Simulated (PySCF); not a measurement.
Where the electron goes

Compound: C₄H₁₄BN.
Cartesian coordinates in Å at the PBE0-D3(BJ)/def2-SVP level; atoms count from 1:
```
atom  x, y, z in Å
C1    -2.2136   -0.3869   -0.9795
C2    -1.5534    0.2490    0.2404
B3     0.0224    0.6055    0.0932
C4     0.6770    1.2625    1.4150
N5     0.7782   -0.8351   -0.1866
C6     2.1965   -0.7699   -0.5434
H7    -1.7861   -1.3779   -1.2317
H8    -3.2948   -0.5611   -0.8494
H9    -2.0864    0.2458   -1.8732
H10   -1.7325   -0.3879    1.1316
H11   -2.0733    1.1959    0.4703
H12    0.2561    1.2423   -0.9426
H13    0.1628    2.2111    1.6423
H14    1.7488    1.5158    1.3274
H15    0.5614    0.6294    2.3164
H16    0.2477   -1.2924   -0.9310
H17    0.6457   -1.4149    0.6457
H18    2.6183   -1.7673   -0.7378
H19    2.3017   -0.1416   -1.4368
H20    2.7498   -0.2927    0.2743
```

Method used: TDDFT PBE0/def2-SVPD, vertical, gas phase, core orbitals frozen in the response (PySCF).

Frontier orbitals with the atoms that hold most of them (Löwdin shares over 4%, at most four atoms; ? is withheld):

```csv
orbital,ε (eV),atoms
LUMO+2,1.15,"H17 19%, H16 9%, H19 8%, H15 8%"
LUMO+1,0.99,"C6 17%, H20 12%, H18 12%, C1 11%"
LUMO,0.06,?
HOMO,?,"B3 27%, C2 27%, H12 15%, C4 6%"
HOMO-1,-7.45,?
HOMO-2,-8.53,"C2 19%, N5 15%, H11 12%, B3 11%"
HOMO-3,-9.04,"C2 18%, C1 18%, C4 12%, H10 10%"
```

(1) Give the leading atoms of the LUMO.

(2) Which atoms hold the HOMO-1, and with what shares?

(3) What is the HOMO energy, and the HOMO–LUMO gap?

Answers

(1) C6 (bonded to N and 3 H) 16%; H17 (bonded to N) 15%; B3 (bonded to 2 C, N and H) 12%; H16 (bonded to N) 12%. By element: hydrogen 28% or more, carbon 16% or more, boron 12%.

(2) B3 (bonded to 2 C, N and H) 28%; C4 (bonded to B and 3 H) 27%; H12 (bonded to B) 11%; C2 (bonded to B, C and 2 H) 9%. By element: carbon 37% or more, boron 28%, hydrogen 11% or more.

(3) ε(HOMO) = -7.12 eV; the gap is 7.18 eV (0.2637 hartree).

Q: The HOMO–LUMO gap is 7.18 eV. Where does the response calculation put the lowest singlet, and from which orbitals?

A: S1 is at 6.16 eV (f = 0.013), 1.02 eV below the gap, made of HOMO→LUMO (98%). Without the coupling terms of the response equations the lowest excitation would equal the gap.

Q: One configuration dominates each of S1, S2 and S3. Which, and how do the shares of the two leading atoms of either orbital change from the occupied to the empty one?

A: 
- S1 (6.16 eV, f 0.013), HOMO→LUMO (98%): B3 27% → 12%, C2 27% → at most 13%, C6 at most 6% → 16%, H17 at most 6% → 15%
- S2 (6.48 eV, f 0.0013), HOMO-1→LUMO (98%): B3 28% → 12%, C4 27% → at most 13%, C6 at most 10% → 16%, H17 at most 10% → 15%
- S3 (7.14 eV, f 0.0025), HOMO→LUMO+1 (92%): B3 27% → at most 11%, C2 27% → at most 11%, C6 at most 6% → 17%, H20 at most 6% → 12%

Löwdin shares depend on the basis, the more so with diffuse functions.

On Arm Neoverse V1, one thread (shared host), this took 44 s wall and 1.0 GiB of memory at its peak.

One conformer stands for the species.
